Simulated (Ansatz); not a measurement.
Basis-set series for AlH9O3Si3, SMILES `[SiH3][O][Al]([O][SiH3])[O][SiH3]`. The species carries charge 0 and has multiplicity 1. All single points use the PBE0-D4/def2-TZVP geometry. It is one conformer, not always the lowest.

```
functional       basis  functions  energy (Eh)  HOMO (eV)  LUMO (eV)
   PBE0-D4    def2-SVP        159  -1341.01349      -8.51      -0.65
   PBE0-D4  def2-TZVPP        387  -1341.70387      -8.62      -0.97
   ωB97M-V    def2-SVP        159  -1341.57772     -10.78       1.00
   ωB97M-V  def2-TZVPP        387  -1342.27492     -10.93       0.60
```

(1) Give the rows for def2-QZVPP. (An estimate is asked.)

## Answers

(1) Ansatz gave: 
| functional | basis | functions | energy (Eh) | HOMO (eV) | LUMO (eV) |
| --- | --- | --- | --- | --- | --- |
| PBE0-D4 | def2-QZVPP | 721 | -1341.75687 | -8.63 | -1.11 |
| ωB97M-V | def2-QZVPP | 721 | -1342.32346 | -10.95 | 0.27 |

Positive LUMOs are unbound and depend on the basis.
